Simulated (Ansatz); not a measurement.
Program: Ansatz. Geometries: PBE0-D4/def2-TZVP. ΔE: electronic, gas phase. CCSD(T)/CBS is the MP2 limit (def2-TZVPP, def2-QZVPP) plus CCSD(T) − MP2 in def2-TZVPP, frozen cores. DFT in def2-TZVPP. B3LYP here is the variant with VWN-RPA as its local correlation; programs differ in this. Each species was taken in one conformer, which may not be the lowest.

Consider the isomerisation: `OC(O)O[SiH3]` → `OC(O)(O)[SiH3]`.

Q: Is it downhill or uphill in electronic energy at CCSD(T)/CBS, and by how much? (Best estimate.)

A: Ansatz gave: Uphill: ΔE = +1.22 eV.

Q: What do these levels give: r2SCAN-D4, B3LYP-D4, PBE, HF/def2-TZVPP, HF/def2-QZVPP, CCSD/CBS(def2)? (Estimate.)

A: Ansatz gave: r2SCAN-D4 1.19, B3LYP-D4 1.21, PBE 1.06, HF/def2-TZVPP 1.48, HF/def2-QZVPP 1.49, CCSD/CBS(def2) 1.26 eV.

Largest T1 diagnostic among the species: 0.012.

In def2-TZVPP, CCSD(T) changes the Hartree–Fock value by −0.23 eV (the triples alone add −0.04 eV) and MP2 by −0.20 eV. From PBE to PBE0 (25 % exact exchange), in def2-TZVPP and without D4, ΔE moves by +0.09 eV.
